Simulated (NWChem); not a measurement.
All runs are NWChem calculations. System: H4BFN2, charge 0, spin multiplicity 1, at a geometry optimised with PBE/def2-SVP. The structure started from a generated list of species. Level: MP2/cc-pVDZ, 4 core orbitals frozen.

Job file:

```
start mol
memory heap 200 mb stack 900 mb global 1100 mb
geometry units angstroms nocenter noautoz
  B      0.000000     0.000000     0.018360
  F      0.000000     0.000000     1.380828
  N     -1.258689     0.000000    -0.641944
  H     -2.129162     0.000000    -0.114862
  H     -1.381792     0.000000    -1.651155
  N      1.258689     0.000000    -0.641944
  H      1.381792     0.000000    -1.651155
  H      2.129162     0.000000    -0.114862
  symmetry group C2v
end
basis spherical
  * library cc-pvdz
end
scf
  rhf
  nopen 0
  maxiter 100
  thresh 1e-7
  semidirect memsize 60000000 filesize 0
end
mp2
  freeze core 4
end
task mp2 energy
```

Output (cleaned and shortened):

```
             Northwest Computational Chemistry Package (NWChem) 7.3.0
             --------------------------------------------------------

                                NWChem Input Module
                                -------------------

 Scaling coordinates for geometry "geometry" by  1.889725989
 (inverse scale =  0.529177249)

 Turning off AUTOSYM since
 SYMMETRY directive was detected!

                             Geometry "geometry" -> ""
                             -------------------------

 Output coordinates in angstroms (scale by  1.889725989 to convert to a.u.)

  No.       Tag          Charge          X              Y              Z
 ---- ---------------- ---------- -------------- -------------- --------------
    1 B                    5.0000     0.00000000     0.00000000     0.01836000
    2 F                    9.0000     0.00000000     0.00000000     1.38082800
    3 N                    7.0000    -1.25868900     0.00000000    -0.64194400
    4 H                    1.0000    -2.12916200     0.00000000    -0.11486200
    5 H                    1.0000    -1.38179200     0.00000000    -1.65115500
    6 N                    7.0000     1.25868900     0.00000000    -0.64194400
    7 H                    1.0000     1.38179200     0.00000000    -1.65115500
    8 H                    1.0000     2.12916200     0.00000000    -0.11486200

 Effective nuclear repulsion energy (a.u.)     113.8278104508

            Nuclear Dipole moment (a.u.)
            ----------------------------
        X                 Y               Z
 ---------------- ---------------- ----------------
    -0.0000000000     0.0000000000     0.0000037795

      Symmetry information
      --------------------

 Group name             C2v
 Group number             16
 Group order               4
 No. of unique centers     5

      Symmetry unique atoms

     1    2    3    4    5


 Summary of "ao basis" -> "" (spherical)
 ------------------------------------------------------------------------------
       Tag                 Description            Shells   Functions and Types
 ---------------- ------------------------------  ------  ---------------------
 *                          cc-pvdz                   on all atoms

 Summary of "ao basis" -> "ao basis" (spherical)
 ------------------------------------------------------------------------------
       Tag                 Description            Shells   Functions and Types
 ---------------- ------------------------------  ------  ---------------------
 B                          cc-pvdz                  6       14   3s2p1d
 F                          cc-pvdz                  6       14   3s2p1d
 N                          cc-pvdz                  6       14   3s2p1d
 H                          cc-pvdz                  3        5   2s1p

                                 NWChem SCF Module
                                 -----------------

  ao basis        = "ao basis"
  functions       =    76
  atoms           =     8
  closed shells   =    16
  open shells     =     0
  charge          =   0.00
  wavefunction    = RHF
  use symmetry    = T
  symmetry adapt  = T

 Summary of "ao basis" -> "ao basis" (spherical)
 ------------------------------------------------------------------------------
       Tag                 Description            Shells   Functions and Types
 ---------------- ------------------------------  ------  ---------------------
 B                          cc-pvdz                  6       14   3s2p1d
 F                          cc-pvdz                  6       14   3s2p1d
 N                          cc-pvdz                  6       14   3s2p1d
 H                          cc-pvdz                  3        5   2s1p

      Symmetry analysis of basis
      --------------------------

        a1         32
        a2          8
        b1         24
        b2         12

 Forming initial guess at       0.0s

      Superposition of Atomic Density Guess
      -------------------------------------

 Sum of atomic energies:        -234.51397518

      Non-variational initial energy
      ------------------------------

 Total energy =    -236.218693
 1-e energy   =    -546.319578
 2-e energy   =     196.273074
 HOMO         =      -0.330547
 LUMO         =       0.074219

      Symmetry analysis of molecular orbitals - initial
      -------------------------------------------------

  Numbering of irreducible representations:

     1 a1          2 a2          3 b1          4 b2

  Orbital symmetries:

     1 a1          2 a1          3 b1          4 a1          5 a1
     6 a1          7 b1          8 a1          9 a1         10 b1
    11 b2         12 a1         13 b1         14 b1         15 b2
    16 a2         17 a1         18 b1         19 b2         20 a1
    21 b1         22 a1         23 a1         24 b1         25 b2
    26 a1

 Starting SCF solution at       0.4s

 ----------------------------------------------
         Quadratically convergent ROHF

 Convergence threshold     :          1.000E-07
 Maximum no. of iterations :          100
 Final Fock-matrix accuracy:          1.000E-09
 ----------------------------------------------

              iter       energy          gnorm     gmax       time
             ----- ------------------- --------- --------- --------
                 1     -235.4504700462  1.07D+00  1.93D-01      0.4
                 2     -235.5115896556  3.01D-01  7.15D-02      0.4
                 3     -235.5186879344  1.29D-02  2.74D-03      0.4
                 4     -235.5187034750  8.14D-05  2.20D-05      0.5
                 5     -235.5187034755  6.93D-09  2.39D-09      0.5

       Final RHF  results
       ------------------

         Total SCF energy =   -235.518703475538
      One-electron energy =   -550.255432622401
      Two-electron energy =    200.908918696051
 Nuclear repulsion energy =    113.827810450811

        Time for solution =      0.2s

       Symmetry analysis of molecular orbitals - final
       -----------------------------------------------

  Numbering of irreducible representations:

     1 a1          2 a2          3 b1          4 b2

  Orbital symmetries:

     1 a1          2 b1          3 a1          4 a1          5 a1
     6 a1          7 b1          8 a1          9 b1         10 a1
    11 b2         12 a1         13 b1         14 b1         15 b2
    16 a2         17 a1         18 b1         19 a1         20 b2
    21 b1         22 a1         23 a1         24 b1         25 b2
    26 a1

             Final eigenvalues
             -----------------

              1
    1  -26.2598
    2  -15.5396
    3  -15.5395
    4   -7.6511
    5   -1.5672
    6   -1.1543
    7   -1.1213
    8   -0.7477
    9   -0.6893
   10   -0.6867
   11   -0.6350
   12   -0.6202
   13   -0.6115
   14   -0.5614
   15   -0.4506
   16   -0.3836
   17    0.1766
   18    0.2192
   19    0.2401
   20    0.2616
   21    0.2729
   22    0.3257
   23    0.3623
   24    0.4103
   25    0.4796
   26    0.6385

                       ROHF Final Molecular Orbital Analysis
                       -------------------------------------

 Vector   14  Occ=2.000000D+00  E=-5.613659D-01  Symmetry=b1
              MO Center= -3.8D-15, -7.7D-31,  2.0D-01, r^2= 2.4D+00
   Bfn.  Coefficient  Atom+Function         Bfn.  Coefficient  Atom+Function
  ----- ------------  ---------------      ----- ------------  ---------------
    18      0.424395  2 F  px                21      0.302557  2 F  px
     4     -0.274582  1 B  px                32      0.260534  3 N  px
    56      0.260534  6 N  px

 Vector   15  Occ=2.000000D+00  E=-4.505959D-01  Symmetry=b2
              MO Center= -8.7D-17,  9.6D-19, -4.6D-01, r^2= 2.3D+00
   Bfn.  Coefficient  Atom+Function         Bfn.  Coefficient  Atom+Function
  ----- ------------  ---------------      ----- ------------  ---------------
    33      0.364062  3 N  py                57      0.364062  6 N  py
    36      0.299410  3 N  py                60      0.299410  6 N  py
     5      0.185515  1 B  py                19     -0.184757  2 F  py

 Vector   16  Occ=2.000000D+00  E=-3.836296D-01  Symmetry=a2
              MO Center= -1.5D-15,  7.1D-17, -6.3D-01, r^2= 2.4D+00
   Bfn.  Coefficient  Atom+Function         Bfn.  Coefficient  Atom+Function
  ----- ------------  ---------------      ----- ------------  ---------------
    33      0.413578  3 N  py                57     -0.413578  6 N  py
    36      0.373227  3 N  py                60     -0.373227  6 N  py

 Vector   17  Occ=0.000000D+00  E= 1.765715D-01  Symmetry=a1
              MO Center= -2.0D-15, -9.8D-17, -1.3D+00, r^2= 6.3D+00
   Bfn.  Coefficient  Atom+Function         Bfn.  Coefficient  Atom+Function
  ----- ------------  ---------------      ----- ------------  ---------------
    49     -0.890383  5 H  s                 68     -0.890383  7 H  s
    31      0.851049  3 N  s                 55      0.851049  6 N  s
    44     -0.516538  4 H  s                 73     -0.516538  8 H  s
    35     -0.243078  3 N  px                59      0.243078  6 N  px
    37     -0.221589  3 N  pz                61     -0.221589  6 N  pz

 Vector   18  Occ=0.000000D+00  E= 2.192102D-01  Symmetry=b1
              MO Center= -4.1D-15,  7.2D-16, -8.6D-01, r^2= 8.1D+00
   Bfn.  Coefficient  Atom+Function         Bfn.  Coefficient  Atom+Function
  ----- ------------  ---------------      ----- ------------  ---------------
    44     -0.928650  4 H  s                 73      0.928650  8 H  s
    31      0.909381  3 N  s                 55     -0.909381  6 N  s
    49     -0.767178  5 H  s                 68      0.767178  7 H  s
    35     -0.362657  3 N  px                59     -0.362657  6 N  px
     7     -0.296203  1 B  px

 Vector   19  Occ=0.000000D+00  E= 2.400538D-01  Symmetry=a1
              MO Center= -5.9D-15, -7.0D-18, -6.3D-01, r^2= 8.0D+00
   Bfn.  Coefficient  Atom+Function         Bfn.  Coefficient  Atom+Function
  ----- ------------  ---------------      ----- ------------  ---------------
    44      1.140596  4 H  s                 73      1.140596  8 H  s
    49     -0.881921  5 H  s                 68     -0.881921  7 H  s
    37     -0.591995  3 N  pz                61     -0.591995  6 N  pz
    35      0.281898  3 N  px                59     -0.281898  6 N  px
    31     -0.231719  3 N  s                 55     -0.231719  6 N  s

 center of mass
 --------------
 x =   0.00000000 y =   0.00000000 z =   0.14916777

 moments of inertia (a.u.)
 ------------------
         188.923906932597           0.000000000000           0.000000000000
           0.000000000000         393.746797948673           0.000000000000
           0.000000000000           0.000000000000         204.822891016075

  Mulliken analysis of the total density
  --------------------------------------

    Atom       Charge   Shell Charges
 -----------   ------   -------------------------------------------------------
    1 B    5     4.69   2.01  0.54  0.13  1.43  0.24  0.35
    2 F    9     9.29   2.00  0.89  0.98  3.35  2.07  0.00
    3 N    7     7.23   2.00  0.71  0.59  2.43  1.48  0.01
    4 H    1     0.88   0.71  0.11  0.06
    5 H    1     0.89   0.72  0.12  0.06
    6 N    7     7.23   2.00  0.71  0.59  2.43  1.48  0.01
    7 H    1     0.89   0.72  0.12  0.06
    8 H    1     0.88   0.71  0.11  0.06

       Multipole analysis of the density wrt the origin
       ------------------------------------------------

     L   x y z        total         open         nuclear
     -   - - -        -----         ----         -------
     0   0 0 0     -0.000000      0.000000     32.000000

     1   1 0 0     -0.000000      0.000000     -0.000000
     1   0 1 0     -0.000000      0.000000      0.000000
     1   0 0 1     -0.996092      0.000000      0.000004

     2   2 0 0    -12.300054      0.000000    125.221270
     2   1 1 0     -0.000000      0.000000      0.000000
     2   1 0 1     -0.000000      0.000000      0.000000
     2   0 2 0    -18.500928      0.000000      0.000000
     2   0 1 1      0.000000      0.000000      0.000000
     2   0 0 2    -16.159633      0.000000    101.454511

                   NWChem MP2 Semi-direct Energy/Gradient Module
                   ---------------------------------------------

  Basis functions       =     76
  Molecular orbitals    =     76
  Frozen core           =      4
  Frozen virtuals       =      0
  Active alpha occupied =     12
  Active beta occupied  =     12
  Active alpha virtual  =     60
  Active beta virtual   =     60
  Use MO symmetry       = T
  Use skeleton AO sym   = T

  AO/Fock/Back tols     =   1.0D-09  1.0D-09  1.0D-09

 GA uses MA = F    GA memory limited = T

 Available:
  local mem=  1.26D+08
 global mem=  1.44D+08
 local disk=  0.00D+00
  mp2_memr nvloc                    60
  nvloc new                    60
   1 passes of  12:        3145728                      30143                   7172803.
   1 passes of  12: M    126153247           G      144167648           F     123007519.

 Semi-direct pass number   1 of   1  for RHF alpha+beta  at        0.6s
  vrange nnbf                  2926
  mp2_eaftype                    27  avail_ma_in_mb                  1099
 EAF : mp2_eaftype filesize          27    3586402.
  mp2_eaf for mointskh                     27
Node 0 wrote     16.9 Mb in      0.0 s     Agg I/O rate:  3721.1 Mb/s
 Done moints_semi at        1.8s
  mp2_eaftype                    27  avail_ma_in_mb                  1072
 EAF : mp2_eaftype filesize          27    3586402.
  mp2_eaf for kh                    27
 Done maket at        1.9s
 Done multipass loop at        1.9s

          -------------------------------------------
          SCF energy                -235.518703475538
          Correlation energy          -0.608686013725
          Singlet pairs               -0.371992693241
          Triplet pairs               -0.236693320484
          Total MP2 energy          -236.127389489263
          -------------------------------------------

          ---------------------------------------------------
                    Spin Component Scaled (SCS) MP2
          Same spin pairs                     -0.157795546989
          Same spin scaling factor             0.333333333333
          Opposite spin pairs                 -0.450890466736
          Opposite spin scaling fact.          1.200000000000
          SCS-MP2 correlation energy          -0.593667075746
          Total SCS-MP2 energy              -236.112370551284
          ---------------------------------------------------

 -----------------------
 Performance information
 -----------------------

 Timer overhead =  1.46D-07 seconds/call

               Nr. of calls         CPU time (s)                 Wall time (s)                GFlops
             ---------------    -------------------     ------------------------------   -------------------
Name         Min   Avg   Max    Min     Avg     Max     Min     Avg     Max   Mx/calls   Min     Max     Sum
mp2: moin     1     1     1    1.3     1.3     1.3      1.3     1.3     1.3     1.3      0.0     0.0     0.0
mp2: make     1     1     1   6.19E-2 6.19E-2 6.19E-2  6.19E-2 6.19E-2 6.19E-2 6.19E-2   0.0     0.0     0.0
mp2: tota     1     1     1    1.3     1.3     1.3      1.3     1.3     1.3     1.3      0.0     0.0     0.0

 The average no. of pstat calls per process was 3.00D+00
 with a timing overhead of 4.37D-07s

 Task  times  cpu:        1.9s     wall:        1.9s

 Total times  cpu:        1.9s     wall:        1.9s
```
